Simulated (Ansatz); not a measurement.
Reaction (formal exchange of groups at a Ge–N bond): `C=[N][GeH2][CH3]` + `C=O` → `[CH3][GeH2][CH]=O` + `C=N`

Program: Ansatz. Geometries: PBE0-D4/def2-TZVP. ΔE: electronic, gas phase. CCSD(T)/CBS is the MP2 limit (def2-TZVPP, def2-QZVPP) plus CCSD(T) − MP2 in def2-TZVPP, frozen cores. This one scheme is used for every species. Functionals use def2-TZVPP. For Ge outer-core shells are correlated without core-valence functions, which leaves a few kJ/mol of doubt a bond. Scalar relativity is left out up to krypton. One conformer a species, not always the lowest.

Is it downhill or uphill in electronic energy at CCSD(T)/CBS, and by how much? (Estimate.)

Computed: Uphill: ΔE = +23.6 kJ/mol.

What do these levels give: PBE-D4, r2SCAN, HF/def2-TZVPP, SCS-MP2/def2-TZVPP, SCS-MP2/def2-QZVPP, CCSD/CBS(def2)? (Best estimate.)

The calculation gave: PBE-D4 14.3, r2SCAN 18.2, HF/def2-TZVPP 31.6, SCS-MP2/def2-TZVPP 29.9, SCS-MP2/def2-QZVPP 29.9, CCSD/CBS(def2) 24.0 kJ/mol.

Largest T1 diagnostic among the species: 0.015.

From PBE to PBE0 (25 % exact exchange), in def2-TZVPP and without D4, ΔE moves by +4.2 kJ/mol.
